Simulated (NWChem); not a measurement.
**Atomisation of C2H4Cl2**

```
C
H 1 1.0967
C 1 1.5066 2 112.47
H 3 1.0989 1 110.17 2 180.00
H 3 1.0998 4 108.96 1 -120.52
H 3 1.0998 4 108.96 5 -118.96
Cl 1 1.7844 2 106.02 3 -121.20
Cl 1 1.7844 2 106.02 3 121.20
```
Charge 0, spin multiplicity 1.

All runs are NWChem calculations. The geometry was optimised at PBE0/def2-SVP, a minimum by its harmonic frequencies.

Basis set: def2-TZVP. The atomisation energy is electronic alone: no zero-point, thermal, spin-orbit or counterpoise terms. No value is extrapolated to the basis-set limit. Free atoms are single determinants with multiplicities C 3, Cl 2, H 2. Correlated methods freeze the same cores in atoms and molecule, 12 orbitals in all.

The cost column gives rough processor time relative to PBE0; each entry includes its own SCF. Costs are the molecule's.

B3LYP has NWChem's definition, with VWN1-RPA local correlation. GW and range-separated runs recompute their integrals, the others keep them in memory, which bears on the times. The structure started from a generated list of species. No SCF solution was tested for a lower state. Open-shell Hartree-Fock references start from PBE0 orbitals; any time given for them includes that run.

```tsv
method	atomisation energy (kcal/mol)	relative cost
PBE0	…	1
HF	…	under 3
B3LYP	658.4	under 3
PBE	…	under 3
BHandHLYP	641.4	under 3
r2SCAN	670.8	under 3
MP2	657.0	under 3
LC-wPBE (omega 0.3 per bohr)	…	10
```

**Question.** Some entries are withheld; supply them.

**Answer.** 
- PBE0, atomisation energy (kcal/mol): 671.7
- HF, atomisation energy (kcal/mol): 487.7
- PBE, atomisation energy (kcal/mol): 682.3
- LC-wPBE (omega 0.3 per bohr), atomisation energy (kcal/mol): 672.6
